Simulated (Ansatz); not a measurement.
```yaml
crystal:
  periodic: [false, false, false]
  atoms:
    - {symbol: N, position_ang: [-1.456491, 1.312209, 0.417916]}
    - {symbol: Zn, position_ang: [-0.150508, 0.085110, -0.055520]}
    - {symbol: B, position_ang: [1.206936, -1.304753, -0.525550]}
    - {symbol: F, position_ang: [1.421280, -1.802778, -1.696122]}
    - {symbol: Cl, position_ang: [2.295275, -2.009887, 0.723360]}
    - {symbol: h, position_ang: [-1.437764, 1.754040, 1.351763]}
    - {symbol: H, position_ang: [-1.933155, 1.854955, -0.207863]}
basis:
  gaussian: {orbitals: def2-mTZVPP}
hamiltonian: {xc: {name: PBEsol}}
```

```sh
$ ansatz run in.yaml --threads 4 --pin off --events-out ev --progress --plain --max-ram 10444MiB
```

Problem. How does Ansatz answer? (An estimate is asked.)

Solution. The calculation gave: The input was rejected before any iteration.
```
Error: YAML parse error: error: line 9 column 16: `h` is not an element symbol (H … Og, case-exact)
 7 |     - {symbol: F, position_ang: [1.421280, -1.802778, -1.696122]}
 8 |     - {symbol: Cl, position_ang: [2.295275, -2.009887, 0.723360]}
 9 |     - {symbol: h, position_ang: [-1.437764, 1.754040, 1.351763]}
10 |     - {symbol: H, position_ang: [-1.933155, 1.854955, -0.207863]}
11 | basis:
```
